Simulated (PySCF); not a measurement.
# Bond length, frequency and bond energy of RbC⁻ by level of theory

State: triplet, unpaired electrons π ↑↑. Set-up: Rb def2-SVPD with ECP28, C def2-SVPD; scalar-relativistic core potentials (PySCF 2.14). De refers to Rb + C⁻ in their high-spin ground configurations, without counterpoise correction. The functionals are run spin-unrestricted. A positive dipole points towards C; it is taken about the centre of mass and depends on that origin. Levels whose curve was spin-contaminated or gave no clean fit are not listed.

```csv
Level,Re (Å),ωe (cm⁻¹),De (eV),μ (D)
ROHF-MP2,2.863,242,n/a,n/a
ROHF-SCS-MP2,2.882,232,n/a,n/a
ROHF-CCSD,2.853,273,n/a,n/a
ROHF-CCSD(T),2.851,273,n/a,n/a
```

Q: What does the triples do here, going from ROHF-CCSD to ROHF-CCSD(T)?

A: ROHF-CCSD(T) less ROHF-CCSD: -0.2 pm in Re, +0.0 % in ωe. Correlation nearly always deepens the well. The bond shortens, as in weak, metallic or heavy-atom bonds, where dispersion and the correlation of outer-core electrons pull the atoms together.

Correlated steps freeze 1 core orbital. Spin–orbit coupling is left out. The CCSD T1 diagnostic is raised, a sign that a single reference may not be enough here. The state is the lowest determinant that a PBE0 search found; another state may lie lower at other levels.

The whole job (state search and all levels along the bond) took about 2.7 min on 1 thread of Arm Neoverse V1 (shared host), peak memory 0.61 GiB.
